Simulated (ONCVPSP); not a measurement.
Mo (Z = 42), ONCV: configuration errors across variants

Mo, optimised norm-conserving Vanderbilt (ONCV), made with ONCVPSP 4.0.1 (PBE, scalar-relativistic). Core [Ar] 3d10, reference 4s2 4p6 4d5 5s1. Waves: 4s+5s: rc 1.85 bohr, ncon 3, nbas 6, qcut 6.4 1/bohr, 2 projectors; 4p: rc 1.60 bohr, ncon 4, nbas 8, qcut 8.6 1/bohr, 2 projectors, debl 1.2 Ha; 4d: rc 2.65 bohr, ncon 4, nbas 9, qcut 6.2 1/bohr, 2 projectors, debl 2.4 Ha. Local part: polynomial inside 1.50 bohr (lpopt 5, dvloc0 0 Ha). Core correction: Teter function, fcfact 1.75, rcfact 1.15.

In the p channel the program set the typed energies aside and used -1.414, 0.250 Ha.

All-electron excitation energies from the reference (eV): (1) 4s2 4p6 4d5 5s0 6.890; (2) 4s2 4p6 4d4 5s0 22.352; (3) 4s2 4p6 4d3 5s0 49.096; (4) 4s2 4p6 4d5 5s0 5p1 3.141.

Errors AE − PS in meV (a dash: test not solved or not reliable):

```tsv
change	(1)	(2)	(3)	(4)	bound ghosts	GHOST(+) flags above zero
base	-1.2	-4.7	+57	-1.1	none	d
all radii but the core radius scaled by about 0.77 (s 1.42, p 1.24, d 2.04 bohr); local potential polynomial inside 1.16 bohr (lpopt 5, dvloc0 0 Ha)	-1.4	-1.2	+11	-0.7	none	s
all radii but the core radius scaled by about 0.86 (s 1.58, p 1.38, d 2.28 bohr); local potential polynomial inside 1.28 bohr (lpopt 5, dvloc0 0 Ha)	-1.2	-1.2	+26	-0.8	none	s
all radii but the core radius scaled by about 0.95 (s 1.76, p 1.52, d 2.52 bohr); local potential polynomial inside 1.42 bohr (lpopt 5, dvloc0 0 Ha)	-1.1	-1.7	+46	-0.9	none	none
all radii but the core radius scaled by about 1.10 (s 2.02, p 1.76, d 2.90 bohr); local potential polynomial inside 1.64 bohr (lpopt 5, dvloc0 0 Ha)	-0.8	+4.6	+118	-1.0	none	none
all radii but the core radius scaled by about 1.16 (s 2.14, p 1.86, d 3.08 bohr); local potential polynomial inside 1.74 bohr (lpopt 5, dvloc0 0 Ha)	-1.2	+3.7	+153	-1.3	none	none
all radii but the core radius scaled by about 1.22 (s 2.26, p 1.94, d 3.22 bohr); local potential polynomial inside 1.82 bohr (lpopt 5, dvloc0 0 Ha)	-1.9	+3.2	+181	-1.6	none	none
```

Give the same row for: all radii but the core radius scaled by about 1.32 (s 2.44, p 2.12, d 3.50 bohr); local potential polynomial inside 1.98 bohr (lpopt 5, dvloc0 0 Ha).

-3.8, +6.2, +278, -2.3; bound ghosts: none; GHOST(+) flags above zero: none.
